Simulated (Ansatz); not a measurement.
**Pulling the pair apart**

The pair of Ag⁺ (SMILES [Ag+], atom 1) and HCl (SMILES Cl, atoms 2–3), both closed shells, in one local arrangement (a lower one may exist), relaxed at PBE0-D4/def2-TZVP:

| atom | x (Å) | y (Å) | z (Å) |
| --- | --- | --- | --- |
| Ag1 | -1.1567 | -0.6335 | 1.2280 |
| Cl2 | 0.7536 | 0.4128 | -0.0003 |
| H3 | 0.4030 | 0.2207 | -1.2275 |

HCl is shifted rigidly along the line between the mean atom positions of the two fragments (negative: closer). Counterpoise interaction energies in kcal/mol. Computed with Ansatz 0.2.0 (basis: def2-TZVPPD); correlated methods freeze the cores. Filled d shells of the heavier atoms are correlated. Core potentials replace the inner electrons of the atoms past krypton. B3LYP uses VWN-RPA correlation.

| shift (Å) | HF | B3LYP-D4 | r2SCAN-D4 |
| --- | --- | --- | --- |
| -0.25 | 0.26 | -17.58 | -22.12 |
| -0.12 | -6.21 | -21.32 | -24.83 |
| 0.00 | -9.59 | -22.50 | -25.20 |
| 0.12 | -11.07 | -22.20 | -24.26 |
| 0.30 | -11.35 | -20.57 | -21.87 |
| 0.63 | -9.65 | -16.15 | -16.60 |
| 1.25 | -5.84 | -8.81 | -8.75 |
| 2.50 | -2.44 | -2.78 | -2.81 |

Q: What does CCSD(T) give at these shifts? (To be estimated.)

A: The calculation gives: -11.78, -15.83, -17.27, -17.18, -15.78, -12.04, -6.46, -2.40 kcal/mol. For zero shift, CCSD(T) at an estimated basis limit (MP2 extrapolated from triple and quadruple zeta, plus CCSD(T) − MP2 in triple zeta) gives -21.26 kcal/mol. These are counterpoise interaction energies, counted from the two frozen fragments.

No T1 diagnostic of these runs exceeds 0.011.

For scale, one of the runs: CCSD(T)/def2-TZVPPD, 124 basis functions, launched by `ansatz run in.yaml --threads 2 --pin off --events-out ev --progress --plain --max-ram 5222MiB`. Hardware: 2 CPU threads of an AMD EPYC 7R13, shared host. Wall time about 5.5 s.
